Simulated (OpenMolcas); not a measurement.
Ru4+: ligand-field states by method

Ru4+ with its 6 nearest fluoride ions at 1.886 Å, on the Ge site of Cs2GeF6 (a = 9.021 Å, distance in the model lattice 1.804 Å). The rest of the host is ab initio model potentials to 7.6 Å and point charges beyond; the distance is set by hand and nothing relaxes. Ligand basis ANO-RCC-VDZP.
```
Ru    0.0000    0.0000    0.0000
F     1.8860    0.0000    0.0000
F     0.0000    1.8860    0.0000
F    -1.8860    0.0000    0.0000
F     0.0000   -1.8860    0.0000
F     0.0000    0.0000    1.8860
F     0.0000    0.0000   -1.8860
```

```
Program             : OpenMolcas 26.06
Basis               : ANO-RCC-VDZP [6s5p3d1f]
Scalar Hamiltonian  : DKH2, point nucleus
Active space        : 4 electrons in 5 orbitals (4d)
State averaging     : 2S+1 = 5 even, 5 roots; 2S+1 = 3 even, 45 roots; 2S+1 = 1 even, 50 roots
Spin-orbit coupling : RASSI with atomic mean-field integrals over the reference wave functions
```

I. CASSCF
II. SS-CASPT2, IPEA 0.25 Eh, imaginary shift 0.1 Eh (closed shells correlated: 4s 4p and the ligand valence shells)

Spin-free states (labels of O, the rotations of Oh) in cm-1, each column counted from its own energy of the first state listed:

```tsv
State	Degeneracy	I	II
3T1	3	0	0
1T2	3	9185	6590
1E	2	10507	7420
5E	2	14172	19000
1A1	1	20794	15380
3E	2	29574	29650
2S+1 = 3	3	30947	30580
2S+1 = 3	3	31701	31180
2S+1 = 3	1	33057	32210
2S+1 = 3	1	34286	33510
3E	2	35717	34210
```

From I to II, I's first state of the same spin (3E) moves from 29574 to 29650 cm-1, by about +77 cm-1.

From I to II, I's first state of another spin (1T2) moves from 9185 to 6590 cm-1, by about -2600 cm-1.

I: A least-squares ligand-field fit to the states below 45000 cm-1, each weighted by its degeneracy and with a free common offset, gives 10Dq = 32408 cm-1, B = 713 cm-1 and C = 2999 cm-1 (C/B = 4.21), with an rms deviation of 262 cm-1. The same method and metal basis give the free ion B = 950 cm-1 (fit to its terms below 60000 cm-1, rms deviation 35 cm-1), so the nephelauxetic ratio is β = 713 / 950 = 0.75; it hangs on how both fits weigh the states, and computed free-ion B values tend to be too large, so β mixes covalency with correlation.

χT at 300 K: I 1.05, II 1.00 cm3 K/mol.

Roots that are degenerate in the reference are averaged as groups; the widest CASPT2 spread within a group is 1100 cm-1 (the 3-fold group of multiplicity 1 near 90000 cm-1 above the lowest state of its run, II). Shifts and gaps below about the spread of the groups concerned are not significant. Over all roots computed the reference weight is 0.68 to 0.71 in II; a low but even weight reflects the number of correlated electrons. An orbital triplet at a regular site is open to Jahn-Teller coupling, which can distort the site and quench the lowest spin-orbit gaps and is left out. The least metal-like active orbital is 73 % on the metal (Löwdin) and no ligand orbital is active, so the numbers are rough. Ligand-to-metal charge-transfer states are missing. With no ligand orbital active B as a rule stays too high, so bands that hang on it stand too high and its fall with covalency is understated. Without dynamic correlation the repulsion within the d shell is too large (B by tens of per cent), so at a given field states of lower spin stand too high (holds for I). This shell can be high or low spin here, a state of another spin lies low, and with metal d orbitals alone active their balance is uncertain, so the ground spin may be wrong, although the usual error favours high spin (holds for I). With metal d orbitals alone the field can be off either way by tens of per cent (holds for I). With one d shell and no ligand orbital active, 10Dq can be off by a tenth or more (holds for II). No measured value stands beside these numbers; the geometry was set by hand and not optimised.
